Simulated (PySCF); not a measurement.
# Structure elucidation problem

The spectra below were simulated for a compound C4H2F6O3.

¹H NMR (400 MHz, computed): δ 6.03 (m, 1H), 5.59 (m, 1H).

¹³C{¹H} NMR (computed): δ 126.6, 125.7, 117.4, 89.0.

- GFN2-xTB structure
- shielding tensors at PBE0/pcSseg-1 (GIAO)
- program: PySCF
- non-relativistic Hamiltonian, single conformer, rapidly exchanging positions averaged, no solvent

Referencing at the same level of theory: TMS for ¹H, ¹³C.

**Question.** Deduce the structure.

**Answer.** 
Rings plus π bonds: 1 (1 ring in the answer). 4 carbon signals for 4 carbons: no two carbons are equivalent. Carbon types of the structure: 3 × C, 1 × CH2, which accounts for all hydrogens. δC 126.6, 117.4, 89.0: sp3 carbon bearing two oxygens. δC 125.7: CF3 carbon; 3 electronegative neighbours deshield it. δH 6.03, 5.59: hydrogen on an sp3 carbon bearing two oxygens; its carbon carries O, which withdraws density.

The compound is `FC([C@]1(F)OCOC(F)(F)O1)(F)F`.

The shifts were computed for this structure.

Splittings by ¹⁹F in the carbon and heteronuclear signals aren't shown, as no couplings were computed. Shifts are as computed. Against solution values, carbons near 30 ppm lie about +3 ppm off and those near 130 ppm about +5 ppm. Of 1211 compounds with measured shifts, 218 miss one by over three times the rms of a fit or turn the order of signals round; such compounds aren't used in these exercises. Multiplicities follow the n + 1 count of equivalent neighbours, as no J values were calculated; m marks all less simple cases, F and P coupling included.
